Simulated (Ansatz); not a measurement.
Ansatz (a program for electronic structure) input (RI-MP2/def2-QZVPP):
A basis named .json is the Basis Set Exchange file of that set.

Ansatz 0.2 input:
```yaml
crystal:
  periodic: [false, false, false]
  atoms:
    - {symbol: Cr, position_ang: [-0.00000000, -0.00000000, -0.06649837]}
    - {symbol: H, position_ang: [0.00000000, 0.00000000, 1.59596084]}
basis:
  gaussian:
    orbitals: def2-QZVPP.json
    fitting: {mean_field: def2-universal-jkfit, correlation: def2-QZVPP-RIFIT.json}
magnetization: {spin_polarized: true, initial_magnetization: 5}
correlation: {method: mp2, electrons: outside_noble_gas}
```

Output:

```
Functional definition: HF
integrals: 0.04 GiB planned
282 factors; integrals over basis functions are off by at most 2.9e0 eV
365 factors; integrals over basis functions are off by at most 4.8e-1 eV
mean field: 0.21 GiB planned
mean field evaluation 1: about -28403.8378 eV, gradient 2.5e1 eV
mean field evaluation 2: about -28404.7568 eV, gradient 1.9e1 eV
mean field evaluation 4: about -28405.7327 eV, gradient 9.2e-1 eV
mean field evaluation 8: about -28405.7796 eV, gradient 1.5e-1 eV
mean field evaluation 16: about -28405.7841 eV, gradient 2.3e0 eV
mean field evaluation 32: about -28405.2436 eV, gradient 9.3e0 eV
mean field evaluation 64: about -28405.7645 eV, gradient 3.4e-1 eV
mean field evaluation 96: about -28405.7709 eV, gradient 5.1e-1 eV
mean field -28405.82835277 eV, -1043.8949378025 hartree, gradient 2.2e-6 eV, S^2 8.776445; 10 other end points of the search recorded, 0 dependent functions left out
9 core orbitals not correlated
reference -28405.82835277 eV, -1043.8949378025 hartree; 6, 1 occupied and 108, 113 virtual orbitals, 365 factors
second order -3.10932760 eV of doubles, -0.00000000 eV of singles
Total energy: -28408.93768037 eV, -1044.0092034842 hartree
```

The spin state was set by rule; other spins were not relaxed.
